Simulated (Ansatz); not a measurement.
All numbers were calculated with Ansatz.

A structure relaxed at PBE0-D4/def2-TZVP, charge 0, multiplicity 1:

```xyz
13

C    -1.391    0.117    1.855
O    -0.724   -0.096    0.630
Si   -0.174    1.072   -0.360
F     0.740    2.064    0.492
O     0.679    0.374   -1.526
Ge    1.542   -1.185   -1.645
H    -0.760    0.669    2.558
H    -2.325    0.670    1.710
H    -1.629   -0.856    2.286
H    -1.257    1.895   -0.925
H     2.363   -1.393   -0.365
H     0.494   -2.290   -1.830
H     2.440   -1.041   -2.879
```

Give its formula and SMILES.

CH7FGeO2Si, `CO[SiH](F)[O][GeH3]`.

Point group (tolerance 0.08 Å, 0.16 Å for H)?

C1.

Summarise the bond lengths by kind.

1 × C–O 1.411 Å; 3 × C–H 1.091 to 1.095 Å; 2 × O–Si 1.605 to 1.627 Å; 1 × F–Si 1.595 Å; 1 × H–Si 1.473 Å; 1 × Ge–O 1.786 Å; 3 × Ge–H 1.533 to 1.535 Å.
